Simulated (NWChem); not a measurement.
System: CrNH2O2Cl; SMILES [Cr]([OH])([Cl])(=[NH])=[O]

```xyz
7

Cr     0.0538    -0.3349     0.0316
O      0.8437    -0.7723     1.2971
N      0.8379    -0.8044    -1.3110
H      1.7485    -1.2794    -1.4443
Cl    -0.0873     1.8210    -0.0048
O     -1.5403    -1.0579     0.0494
H     -1.8486    -1.3679    -0.8268
```
Atoms are numbered in this order, from 1.

All runs: NWChem. Coordinates come from a PBE-D3(BJ)/def2-SVP optimisation. Level PBE/def2-SVP: energy and gradient on several grids; changes count from the extra-fine grid, which is no exact limit either.

```json
[
 {"grid": "xcoarse", "size of the energy change (μHa)": "4000", "largest change of a gradient component (μHa/bohr)": "10000"},
 {"grid": "coarse", "size of the energy change (μHa)": "100", "largest change of a gradient component (μHa/bohr)": "800"},
 {"grid": "medium", "size of the energy change (μHa)": "< 10", "largest change of a gradient component (μHa/bohr)": "60"},
 {"grid": "fine", "size of the energy change (μHa)": "< 10", "largest change of a gradient component (μHa/bohr)": "< 30"},
 {"grid": "xfine", "size of the energy change (μHa)": "< 10", "largest change of a gradient component (μHa/bohr)": "< 30"}
]
```
